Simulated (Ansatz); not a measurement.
A nudged elastic band was laid between two geometries of AlH6N3 + H2 (12 atoms, charge 0, multiplicity 1).

These are results of RKS B3LYP-D4/6-31G* (Ansatz), not measurements.

| Quantity | Value |
| --- | --- |
| movable images | 5 |
| climbing image | yes |
| spring | 5.0 eV/Å² |
| optimiser | quadratic models (default) |
| start path | through a guess of the saddle point |
| force threshold | 0.05 eV/Å |
| iteration limit | 60 |
| end points | relaxed |

First end point:

```xyz
12
Properties=species:S:1:pos:R:3
Al -0.105 -0.292 -0.039
N -0.179 -0.073 1.731
H -1.029 0.047 2.265
H 0.621 -0.093 2.350
N 1.431 -0.016 -0.899
H 1.650 -0.369 -1.820
H 2.206 0.524 -0.537
N -1.570 -0.761 -0.940
H -2.383 -1.207 -0.536
H -1.713 -0.604 -1.929
H 0.084 3.292 1.810
H 0.022 2.551 1.751
```

Last end point:

```xyz
12
Properties=species:S:1:pos:R:3
Al -0.115 0.729 -0.156
N -0.134 0.397 1.893
H -0.906 -0.246 2.066
H 0.744 -0.059 2.143
N 1.531 0.022 -0.529
H 1.626 -0.794 -1.124
H 2.297 0.651 -0.749
N -1.579 -0.280 -0.589
H -1.488 -1.166 -1.077
H -2.391 0.195 -0.971
H -0.292 2.325 -0.176
H -0.258 1.225 2.474
```

(1) What changes between the two ends?

(2) What energy profile does the band end with?

(3) What is the geometry of the highest image?

## Answers

(1) Bonds broken: H11–H12. Bonds formed: Al1–H11, N2–H12. AlH6N3 + H2 becomes AlH8N3.

(2) The forces met the threshold. The highest image is number 3 of 0 to 6, 96.2 kJ/mol above the first end and 135.6 kJ/mol above the last; the last end lies 39.4 kJ/mol below the first. Neighbouring images differ by up to 1.3 eV, so the band resolves the path poorly. A vibrational analysis at the climbing image gives one clearly imaginary mode, 1338i cm⁻¹: a first-order saddle point. The orbitals stay closed-shell, which can raise the energy where a bond breaks towards radicals; this wasn't checked here.

```
image  path coordinate (Å)  energy (kJ/mol)  H11–H12 (Å)  Al1–H11 (Å)  N2–H12 (Å)
    0                 0.00              0.0         0.75         4.04        2.63
    1                 1.02              1.4         0.75         3.52        2.63
    2                 2.03             15.1         0.75         2.74        2.29
    3                 3.05             96.2         1.02         1.88        1.39
    4                 4.20            -28.1         2.32         1.62        1.02
    5                 5.36            -33.0         2.73         1.60        1.02
    6                 6.51            -39.4         2.87         1.61        1.02
```

(3) 
```xyz
12
Properties=species:S:1:pos:R:3
Al -0.084 0.264 0.021
N -0.148 0.206 1.932
H -0.979 -0.048 2.461
H 0.686 -0.064 2.449
N 1.530 0.167 -0.748
H 1.822 -0.595 -1.348
H 2.145 0.961 -0.868
N -1.556 -0.413 -0.731
H -2.384 -0.703 -0.227
H -1.762 -0.338 -1.720
H -0.110 2.067 0.569
H -0.125 1.496 1.416
```

Time of the run: 5.1 min on 1 thread of Arm Neoverse V1, with other jobs on the host, peak memory 0.16 GiB.
